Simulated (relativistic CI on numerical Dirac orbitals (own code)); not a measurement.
Radial Dirac CI calculation of O.

Command:

```sh
python run_levels.py task.json out
```

Input:

```
atom O  Z=8  charge=0  electrons=8
nucleus A=16  rms_radius_fm=2.6991
hamiltonian dirac-coulomb  breit=off  qed=on  c_scale=1
orbitals kli  potential=per-configuration
slater_scale 1
correlation none
mixing on
grid step=0.0125 r_max=102.8
scf mixing=0.9 start=green max_iterations=150 tolerance=2e-08 node_fill=0.05
configurations
  [He] 2s2 2p4
  [He] 2s 2p5
  [He] 2s2 2p3 3s
end
```

Output:

```
SCF 1: [He] 2s2 2p4
 iter      energy (Ha)   residual   last orbital (Ha)
    1       -74.656398   2.85e-01     -0.79155
    2       -74.716712   1.81e-01     -0.47224
    3       -74.823002   1.01e-02     -0.62076
    4       -74.823078   2.85e-03     -0.61194
    5       -74.823065   7.94e-05     -0.60898
    6       -74.823064   3.34e-06     -0.60890
    7       -74.823064   1.08e-07     -0.60890
    8       -74.823064   7.27e-09     -0.60890
SCF 2: [He] 2s 2p5
 iter      energy (Ha)   residual   last orbital (Ha)
    1       -73.954320   3.10e-01     -0.79155
    2       -73.976055   2.28e-01     -0.42690
    3       -74.156774   1.83e-02     -0.60682
    4       -74.157187   6.68e-03     -0.59338
    5       -74.157252   1.44e-04     -0.58690
    6       -74.157251   1.71e-06     -0.58675
    7       -74.157251   7.63e-07     -0.58675
    8       -74.157251   1.20e-08     -0.58675
SCF 3: [He] 2s2 2p3 3s
 iter      energy (Ha)   residual   last orbital (Ha)
    1       -74.416058   1.49e-01     -0.16833
    2       -74.435329   4.32e-02     -0.15105
    3       -74.439074   6.63e-03     -0.15222
    4       -74.439096   6.69e-04     -0.15137
    5       -74.439086   9.80e-05     -0.15129
    6       -74.439087   1.32e-06     -0.15129
    7       -74.439087   1.03e-07     -0.15129
    8       -74.439087   1.05e-08     -0.15129
orbital energies (Ha): 1s -19.2111  2s -1.1679  2p1/2 -0.6102  2p3/2 -0.6089
configuration averages (Ha): Dirac-Coulomb, Breit, QED
  2s2 2p4                        -74.823064    0.000000    0.004770
  2s 2p5                         -74.157251    0.000000    0.004641
  2s2 2p3 3s                     -74.439087    0.000000    0.004804
levels: no., configuration, term, J, E (cm-1), weight
   1 2s2 2p4                3P   2                0.0  1.00
   2 2s2 2p4                3P   1              162.5  1.00
   3 2s2 2p4                3P   0              242.2  1.00
   4 2s2 2p4                1D   2            17565.4  1.00
   5 2s2 2p4                1S   0            43790.5  1.00
   6 2s2 2p3 3s             5S*  2            62125.4  1.00
   7 2s2 2p3 3s             3S*  1            65497.0  1.00
   8 2s2 2p3 3s             3D*  1            92675.9  1.00
   9 2s2 2p3 3s             3D*  2            92677.3  1.00
  10 2s2 2p3 3s             3D*  3            92679.8  1.00
  11 2s2 2p3 3s             1D*  2            94363.9  1.00
  12 2s2 2p3 3s             3P*  0           112254.1  0.99
  13 2s2 2p3 3s             3P*  1           112256.2  0.99
  14 2s2 2p3 3s             3P*  2           112260.5  0.99
lowest total energy -74.858496 Ha
end: converged
```

Against the reference input this run has: SCF mixing 0.9, Breit term off. The reference run ends at -74.850984 Ha with Breit and QED terms.

With so few configurations and no correlation, terms lie too far apart (by 10 to 50 % or more near neutrality), their order can be wrong, and levels of other configurations are missing.
